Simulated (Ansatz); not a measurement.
Abridged output of a molecular run in Ansatz:

```
Functional definition: HF
1579 factors; integrals over basis functions are off by at most 1.0e-3 eV
mean field evaluation 1: about -24475.7754 eV, gradient 3.9e1 eV
mean field evaluation 2: about -24476.0801 eV, gradient 3.9e1 eV
mean field evaluation 4: about -24480.3597 eV, gradient 4.2e0 eV
mean field evaluation 8: about -24480.4370 eV, gradient 3.0e-1 eV
mean field evaluation 16: about -24480.4376 eV, gradient 2.5e-6 eV
mean field -24480.43764863 eV, -899.6394901505 hartree, gradient 2.5e-6 eV, S^2 0.000000; 0 other end points of the search recorded, 0 dependent functions left out
13 core orbitals not correlated: weight in the atoms' cores, before any rotation towards them, 1.000 or more for the frozen orbitals, at most 0.000 for the correlated occupied ones
reference -24480.43764863 eV, -899.6394901505 hartree; 15, 15 occupied and 247, 247 virtual orbitals, 1579 factors
second order -22.44794934 eV of doubles, -0.00000000 eV of singles
cycle   1  -23.32890527 eV  change   -8.8e-1 eV  update   1.1e-1
cycle   2  -23.91694839 eV  change   -5.9e-1 eV  update   3.0e-2
cycle   3  -24.02226230 eV  change   -1.1e-1 eV  update   1.4e-2
cycle   4  -24.01546051 eV  change    6.8e-3 eV  update   3.3e-3
cycle   5  -24.01463461 eV  change    8.3e-4 eV  update   1.5e-3
cycle   6  -24.01448653 eV  change    1.5e-4 eV  update   5.0e-4
cycle   7  -24.01433009 eV  change    1.6e-4 eV  update   2.1e-4
cycle   8  -24.01439340 eV  change   -6.3e-5 eV  update   6.9e-5
cycle   9  -24.01440540 eV  change   -1.2e-5 eV  update   2.4e-5
perturbative correction -1.12591099 eV, -0.0413764658 hartree
Total energy: -24505.57796502 eV, -900.5633797370 hartree
```

Its atoms:

Z-matrix (Å, degrees):
```
C
B 1 1.579
H 1 1.092 2 114.1
H 1 1.094 2 111.8 3 -123.6
H 1 1.096 2 108.5 3 119.1
C 2 1.581 1 121.5 3 171.5
S 2 1.911 1 117.3 3 -31.7
S 2 2.082 1 110.7 3 36.3
H 6 1.093 2 114.3 1 -175.8
H 6 1.094 2 112.0 1 -51.8
H 6 1.096 2 108.4 1 65.2
H 8 1.351 2 97.4 1 151.8
```

(1) Which basis set was used?
A. def2-TZVPP
B. def2-SVPD
C. cc-pV(Q+d)Z
D. def2-SVP

(2) Write the keys of the input that set method, charge and spin (a neutral closed shell needs none for the last two).

## Answers

(1) A. It gives 275 functions.

(2) 
```yaml
correlation: {method: ccsd_t}
```
